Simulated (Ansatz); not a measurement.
A run for Ansatz (a quantum-chemistry and plane-wave program): R-CCSD(T)/aug-cc-pVDZ on C2H9NSe (a complex), monomers drawn apart or pushed together. The run froze 17 orbitals, filled d shells among them.

Ansatz 0.2 input:
```yaml
crystal:
  periodic: [false, false, false]
  atoms:
    - {symbol: C, position_ang: [-0.79871167, 0.06319504, -1.83228020]}
    - {symbol: Se, position_ang: [-0.60524658, 0.35728083, 0.09725114]}
    - {symbol: C, position_ang: [1.31832782, 0.72986739, 0.10269614]}
    - {symbol: H, position_ang: [-0.17823772, -0.77308409, -2.14771730]}
    - {symbol: H, position_ang: [-1.84516937, -0.16982911, -2.01792372]}
    - {symbol: H, position_ang: [-0.52507466, 0.96420178, -2.37730074]}
    - {symbol: H, position_ang: [1.85964807, -0.11303527, -0.32245243]}
    - {symbol: H, position_ang: [1.58658715, 0.85643504, 1.14919283]}
    - {symbol: H, position_ang: [1.52512881, 1.63788108, -0.45972760]}
    - {symbol: N, position_ang: [0.61086987, 0.08637565, 4.43673723]}
    - {symbol: H, position_ang: [1.00629785, -0.28397735, 5.29330768]}
    - {symbol: H, position_ang: [-0.13475791, 0.72245324, 4.69578867]}
    - {symbol: H, position_ang: [0.18196617, -0.68521647, 3.93679180]}
basis:
  gaussian:
    orbitals: aug-cc-pVDZ
magnetization: {spin_polarized: false}
correlation: {method: ccsd_t, electrons: outside_noble_gas}
scf: {lower_state_search: off}
```

Output:

```
Functional definition: HF
[...]
these checks for a lower state are left out or cut short: stability, starts, cluster_reference, orbital_swaps, neighbouring_geometries, increment
integrals: 0.81 GiB planned
1866 factors; integrals over basis functions are off by at most 1.1e-3 eV
mean field: 0.76 GiB planned
mean field evaluation 1: about -68983.5928 eV, gradient 4.1e1 eV
mean field evaluation 2: about -68983.6274 eV, gradient 4.1e1 eV
mean field evaluation 4: about -68987.6288 eV, gradient 3.3e0 eV
mean field evaluation 8: about -68987.6752 eV, gradient 1.7e-1 eV
mean field -68987.67540331 eV, -2535.2503095459 hartree, gradient 1.9e-6 eV, S^2 0.000000; 0 other end points of the search recorded, 0 dependent functions left out
17 core orbitals not correlated
reference -68987.67540331 eV, -2535.2503095459 hartree; 14, 14 occupied and 155, 155 virtual orbitals, 1866 factors
second order -17.30006654 eV of doubles, -0.00000000 eV of singles
coupled cluster: 1.96 GiB planned
cycle   1  -18.38919405 eV  change    -1.1e0 eV  update   9.0e-2
cycle   2  -18.87424968 eV  change   -4.9e-1 eV  update   2.6e-2
cycle   3  -18.94940669 eV  change   -7.5e-2 eV  update   9.8e-3
cycle   4  -18.94875314 eV  change    6.5e-4 eV  update   2.5e-3
cycle   5  -18.94890469 eV  change   -1.5e-4 eV  update   8.5e-4
cycle   6  -18.94893096 eV  change   -2.6e-5 eV  update   2.8e-4
cycle   7  -18.94888476 eV  change    4.6e-5 eV  update   9.6e-5
cycle   8  -18.94888472 eV  change    4.2e-8 eV  update   3.7e-5
cycle   9  -18.94887631 eV  change    8.4e-6 eV  update   1.3e-5
perturbative correction -0.59345876 eV, -0.0218092070 hartree
Total energy: -69007.21773838 eV, -2535.9684771134 hartree
Checks for a lower state left out: stability, starts, cluster_reference, orbital_swaps, neighbouring_geometries, increment
```

The run converged.

Cost: about 110 core-seconds (a rough figure).
